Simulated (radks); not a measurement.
Results of a calculation; reference values are marked as such.
Problem. Ionisation of neutral xenon, [Xe], to Xe+, [Kr] 4d10 5s2 5p5, under several functionals. Scalar-relativistic Kohn-Sham, spin-polarised, spherical densities, point nucleus; open shells are filled with parallel spins first (spin-orbit coupling, left out, can overturn this in heavy ions); a radial shooting solver on a logarithmic mesh with Libxc functionals. Known Delta-SCF values: XLYP 12.215 eV; OLYP 12.241 eV; BP86 12.476 eV. What does SOGGA give, and what is its highest occupied eigenvalue?

Solution. 12.295 eV by Delta-SCF; the 5p eigenvalue is -8.165 eV. NIST: 12.130 eV (measured).
